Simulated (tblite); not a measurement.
Compound: C7H10O (charge +1 and doublet state).
Z-matrix (Å and degrees, GFN2-xTB geometry), rows numbered from 1:
```
O 
C   1  1.3476
C   2  1.5204  1  115.15
C   3  1.5547  2   93.58  1  -122.97
C   4  1.5238  3  114.64  2   112.91
C   5  1.4737  4  104.81  3   -91.35
C   6  1.3572  5  111.97  4    -4.87
C   7  1.4532  6  111.06  5     1.03
H   1  0.9675  2  114.03  3  -167.52
H   2  1.0933  1  114.26  3   136.26
H   3  1.0869  2  113.88  1   119.11
H   3  1.0874  2  111.02  1    -6.17
H   4  1.0864  3  112.93  2  -113.95
H   5  1.0941  4  114.21  3    31.98
H   5  1.0981  4  111.30  3   150.12
H   6  1.0765  5  122.71  4   176.85
H   7  1.0763  6  125.57  5   178.83
H   8  1.0867  2  107.70  1  -116.27
```

Computed with GFN2-xTB (tblite): harmonic, unscaled wavenumbers at the GFN2-xTB geometry, gas phase. This tight-binding method is rough: wavenumbers can miss measured ones by several per cent, in bad cases by 10 to 20. One conformer, not necessarily the lowest. Open shells enter through the occupations alone, without spin polarisation, and single modes of such species can be off by tens of per cent.

Harmonic wavenumbers (cm⁻¹): 64.6, 178.7, 290.3, 348.4, 380.4, 407.0, 455.4, 574.4, 698.8, 716.0, 736.0, 764.9, 827.8, 867.7, 873.0, 917.0, 955.3, 987.6, 1004.5, 1010.7, 1035.5, 1065.7, 1084.1, 1089.9, 1102.0, 1122.5, 1162.3, 1205.9, 1210.4, 1211.6, 1246.3, 1255.5, 1273.2, 1313.1, 1342.7, 1356.9, 1408.8, 1515.5, 2891.4, 2925.9, 2957.7, 2999.3, 3020.8, 3027.3, 3040.7, 3123.9, 3136.6, 3468.9.

A = 3559, B = 2060, C = 1656 MHz; mass 110.073 u (most abundant isotopes); point group C1, symmetry number 1; spin multiplicity 2.

**Question.** What is the zero-point energy?

**Answer.** ½Σν̃ = 32826 cm⁻¹ = 392.69 kJ/mol.

**Question.** Entropy at 273.15 K, 1 bar (ideal gas, RRHO, classical rotation)?

**Answer.** Translation 165.67, rotation 114.69, vibration 56.69, spin (R ln 2) 5.76: S = 342.8 J/(mol K).

**Question.** And Cp and H(273.15 K) − H(0)?

**Answer.** Cp = 117.70 J/(mol K), of which vibrations give 84.44 (their classical limit is 48 R = 399.1); H(273.15 K) − H(0) = 18.31 kJ/mol without the zero-point energy, 9.22 from vibrations.

**Question.** What must be added to the electronic energy to get the Gibbs energy at 273.15 K and 1 bar?

**Answer.** ZPE + [H(273.15 K) − H(0)] − T·S = 392.69 + 18.31 − 93.64 = 317.36 kJ/mol.

**Question.** Which modes carry the vibrational entropy at 273.15 K?

**Answer.** 64.6 cm⁻¹: 17.32; 178.7 cm⁻¹: 9.12; 290.3 cm⁻¹: 5.55; 348.4 cm⁻¹: 4.34; 380.4 cm⁻¹: 3.80; 407.0 cm⁻¹: 3.40 J/(mol K); the other 42 give 13.15 together.

**Question.** How do the functions run with temperature in this model?

**Answer.** 
```tsv
T (K)	S (J/(mol K))	Cp (J/(mol K))	H − H(0) (kJ/mol)	G − H(0) (kJ/mol)	ln q(vib)
50	234.2	41.0	1.82	-9.89	0.18
100	265.9	52.3	4.13	-22.45	0.61
298.15	353.6	129.6	21.40	-84.04	3.14
373.15	386.5	164.6	32.44	-111.79	4.37
500	442.0	215.1	56.67	-164.35	6.70
750	543.0	281.5	119.48	-287.78	11.70
1000	630.1	322.6	195.37	-434.69	16.68
```

q(vib) and H(0) count from the zero-point level.

**Question.** Blend soft modes into free rotors: weight 1/[1 + (100 cm⁻¹/ν̃)⁴] for the oscillator and the rest for a rotor with moment μB/(μ + B), μ = h/(8π²ν), B = 10⁻⁴⁴ kg m². What vibrational entropy results?

**Answer.** 53.42 J/(mol K) in place of 56.69, which changes −T·S at 273.15 K by +0.89 kJ/mol.

Hindered rotation and anharmonicity are outside this model. Other conformers, if any are populated, would add a mixing term that is left out. The structure is chiral; the term R ln 2 for an equal mix with its mirror image is left out.
